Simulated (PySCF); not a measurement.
# Energy profile

The step: AlH₃O₂ ([OH][AlH][OH]) → AlHO₂ ([O][Al][OH]) + H₂; bonds formed: H2–H4; bonds broken: Al1–H2, O3–H4 (atoms numbered as in the saddle structure below).

Al1  (0.213, 0.186, 0.218)
H2  (-0.040, -1.441, -0.703)
O3  (1.595, -0.456, 0.754)
H4  (0.696, -1.412, -0.242)
O5  (-1.121, 1.118, -0.151)
H6  (-1.343, 2.005, 0.125)
(Å)

Electronic energies by CCSD(T) at an estimated basis limit (MP2 extrapolated from triple and quadruple zeta, plus CCSD(T) − MP2 in triple zeta), on PBE0-D4/def2-TZVP structures; AlH3O2, singlet; no counterpoise correction. Computed with PySCF 2.14 with density fitting (its default auxiliary sets; JK sets also for MP2 and CCSD(T)) (basis: def2-TZVPP and def2-QZVPP); correlated methods freeze the cores. Extrapolation: Hartree–Fock as exp(−7.88 √X), correlation as X^−2.97.

**Question.** Give the profile in kJ/mol, counted from the start structure. (To be estimated.)

**Answer.** Computed:
| point | kJ/mol |
| --- | --- |
| start structure | 0.0 |
| saddle | 289.0 |
| end structure | 263.6 |
| separated: AlHO2 (linked as [O][Al][OH]; Al1, O3, O5, H6; singlet) + H2 (H2, H4; singlet) | 275.4 |

No T1 diagnostic of these runs exceeds 0.025.

For scale, one of the runs: CCSD(T)/def2-TZVPP, 146 basis functions, launched by `OMP_NUM_THREADS=4 python run.py`. Hardware: 4 CPU threads of an Arm Neoverse V2, shared host. Wall time 74 s; peak host memory 0.89 GiB.
